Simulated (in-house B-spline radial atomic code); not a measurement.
Computed with a B-spline radial atomic code. Model: two electrons, singlet ground state, non-relativistic, full CI in B-splines with partial waves to l = 8 (at full coupling up to 3e-4 hartree above the limit, correlation up to 0.6 % small), density held at that of full coupling by Lieb maximisation.

Along the adiabatic connection the electron repulsion is scaled by a coupling λ while a local potential keeps the density fixed. At λ = 0 the system is the Kohn-Sham one and W equals the exchange energy; the exchange-correlation energy is the area under W between 0 and 1. The kinetic energy rises with λ as the electrons avoid each other, with dT/dλ = −λ dW/dλ.

Command:
```bash
python run_ac.py task.json out
```
Settings (lengths in bohr, energies in hartree):
```
potential              yukawa
strength               9.52
lmax                   8
second                 0.64
```

Cost of the run: 6 s on 1 thread of Intel(R) Xeon(R) Processor @ 2.30GHz, with other jobs on the host.

**W = mean repulsion less Hartree energy, and W of three functionals.**

Given: confinement screened point charge; nuclear charge 9.52; screening of the nucleus 0.64 1/bohr; external potential -Z exp(-k r)/r.

Computed: LDA exchange minus exact 807.28 millihartree; PBE exchange minus exact 109.98 millihartree.

| coupling | W xc (hartree) | W xc minus exchange (millihartree) | kinetic minus Kohn-Sham (millihartree) | LDA (PW92) W minus its exchange (millihartree) | PBE W minus its exchange (millihartree) | SCAN W minus its exchange (millihartree) |
| --- | --- | --- | --- | --- | --- | --- |
| 0 | -5.7033 | 0 | 0 | 0 | 0 | 0 |
| 0.02 | -5.7051 | -1.865 | 0 | -16.06 | -1.89 | -1.85 |
| 0.05 | -5.7079 | -4.657 | 0.1 | -34.54 | -4.73 | -4.61 |
| 0.12 | -5.7144 | -11.144 | 0.7 | -70.17 | -11.41 | -10.97 |
| 0.25 | -5.7264 | -23.097 | 2.9 | -124.47 | -23.87 | -22.59 |
| 0.4 | -5.74 | -36.736 | 7.3 | -177.48 | -38.28 | -35.73 |
| 0.6 | ? | ? | ? | ? | ? | ? |
| 0.8 | -5.7756 | -72.329 | 28.6 | -293.38 | -76.43 | -69.67 |
| 1 | -5.793 | -89.713 | 44.3 | -342.88 | -95.26 | -86.1 |
| 1.4 | -5.827 | -123.69 | 85 | -431.15 | -132.3 | -118 |
| 2 | -5.876 | -172.75 | 168.3 | -544.97 | -186.12 | -163.7 |
| 3 | -5.9531 | -249.81 | 360.5 | -702.9 | -271.01 | -234.91 |
| 4.5 | ? | ? | ? | ? | ? | ? |
| 7 | -6.2125 | -509.22 | 1634 | -1141 | -557.37 | -473.02 |
| 10 | -6.3673 | -664.06 | 2943 | -1368.2 | -728.76 | -616.06 |

**Question.** What belongs in the row 0.6?

**Answer.** W xc (hartree): -5.7579; W xc minus exchange (millihartree): -54.672; kinetic minus Kohn-Sham (millihartree): 16.3; LDA (PW92) W minus its exchange (millihartree): -238.91; PBE W minus its exchange (millihartree): -57.42; SCAN W minus its exchange (millihartree): -52.89.

**Question.** What belongs in the row 4.5?

**Answer.** W xc (hartree): -6.0587; W xc minus exchange (millihartree): -355.48; kinetic minus Kohn-Sham (millihartree): 755.3; LDA (PW92) W minus its exchange (millihartree): -893.97; PBE W minus its exchange (millihartree): -387.64; SCAN W minus its exchange (millihartree): -331.97.

**Question.** What is the SCAN exchange minus exact?

**Answer.** -4.7371 millihartree.

**Energy parts, natural occupations and partial-wave weights.**

Computed: correlation energy -0.045447 hartree; kinetic part of the DFT correlation energy 0.044266 hartree; initial slope twice GL2 -0.093308 hartree; kinetic part over minus potential part 0.49342; Hartree energy 11.407 hartree; Kohn-Sham kinetic 84.205 hartree; Lieb Oxford ratio E_xc over LDA exchange 1.1742.

```tsv
natural	occupation of the shell (electrons)
s	1.9994
p	0.00034273
s	0.00021392
d	1.9226e-05
p	?
s	5.236e-06
```

**Question.** What belongs in the row p?

**Answer.** occupation of the shell (electrons): 1.3358e-05.

```tsv
wave	weight
s	0.99981
p	?
d	1.0826e-05
f	1.6201e-06
g	3.8885e-07
```

**Question.** What belongs in the row p?

**Answer.** weight: 0.00017875.

**Question.** What is the total energy?

**Answer.** -73.2637 hartree.

**Question.** What is the exchange energy?

**Answer.** -5.7033 hartree.

Half-way to full coupling W has made 51 % of its drop, against 50 % for a straight line, and second-order (GL2) theory, half the initial slope, overshoots the correlation energy by about 3 %: correlation is weak here. Over couplings 0 to 1 the errors in E_xc come to about +654 millihartree for LDA, +108 millihartree for PBE, -3.2 millihartree for SCAN, so SCAN is nearest. In LDA and PBE and SCAN the errors of exchange and correlation have opposite signs, so the sum is smaller than the larger of the two.
